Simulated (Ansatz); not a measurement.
Isolated molecules relaxed with PBE0-D4/def2-TZVP in Ansatz; ΔE leaves out vibrations. CBS: MP2 limit from def2 TZ/QZ plus the TZ coupled-cluster correction, frozen cores. This one scheme is used for every species. Functionals use def2-TZVPP. HSE06 is defined as in plane-wave codes. For Br, Ga outer-core shells are correlated without core-valence functions, which leaves a few kJ/mol of doubt a bond. Scalar relativity is left out up to krypton.

Reaction (hydrogenolysis of a Ga–Br bond): `[Cl][GaH][Br]` + H₂ → `[Cl][GaH2]` + HBr

| level | ΔE (kJ/mol) | difference from CCSD(T)/CBS |
| --- | --- | --- |
| PBE-D4 | 110.3 | -2.7 |
| HSE06-D4 | 111.6 | -1.4 |
| BHLYP-D4 | 114.1 | 1.1 |
| PBE | 106.3 | -6.7 |
| r2SCAN0 | 114.3 | 1.3 |
| HSE06 | 108.1 | -4.9 |
| HF/def2-SVP | 99.1 | -13.9 |
| CCSD/def2-SVP | 102.2 | -10.8 |
| CCSD(T)/def2-SVP | 104.5 | -8.5 |
| MP2/CBS(def2) | 122.3 | 9.3 |
| CCSD(T)/CBS | 113.0 | 0 |

Largest T1 diagnostic among the species: 0.012.

From BLYP to BHLYP (50 % exact exchange), in def2-TZVPP and without D4, ΔE moves by +3.5 kJ/mol. In def2-TZVPP, CCSD(T) changes the Hartree–Fock value by +3.2 kJ/mol (the triples alone add +3.2 kJ/mol) and MP2 by +12.5 kJ/mol.
